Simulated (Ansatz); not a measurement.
Consider the formal hydrolysis of a Cd–C bond: `C[O][Cd][CH3]` + H₂O → `C[O][Cd][OH]` + CH₄.

Gas-phase electronic energies from Ansatz, PBE0-D4/def2-TZVP geometries. CCSD(T)/CBS is the MP2 limit (def2-TZVPP, def2-QZVPP) plus CCSD(T) − MP2 in def2-TZVPP, frozen cores. This one scheme is used for every species. Functionals use def2-TZVPP. def2 core potentials past Kr. For Cd outer-core shells are correlated without core-valence functions, which leaves a few kJ/mol of doubt a bond. Each species was taken in one conformer, which may not be the lowest.

CCSD(T)/CBS gives -15.9 kJ/mol.

(1) Another level gave -16.7 kJ/mol. Which?
A. RPA@PBE/def2-TZVPP
B. B2PLYP/def2-TZVPP
C. HF/def2-TZVPP
D. MP2/def2-TZVPP

Largest T1 diagnostic among the species: 0.017.

Results:

(1) A. RPA@PBE/def2-TZVPP -16.7, MP2/def2-TZVPP -7.3, B2PLYP -20.9, HF/def2-TZVPP -27.9 kJ/mol.

From r2SCAN to r2SCAN0 (25 % exact exchange), in def2-TZVPP and without D4, ΔE moves by +6.7 kJ/mol. At CCSD(T), def2-SVP lies −7.0 kJ/mol from the extrapolated value and def2-TZVPP +2.5 kJ/mol. In def2-TZVPP, CCSD(T) changes the Hartree–Fock value by +14.6 kJ/mol (the triples alone add +1.0 kJ/mol) and MP2 by +20.6 kJ/mol.

CCSD(T)/CBS has its own doubt, a few kJ/mol and more with outer-core shells, so smaller differences from it don't rank the levels.
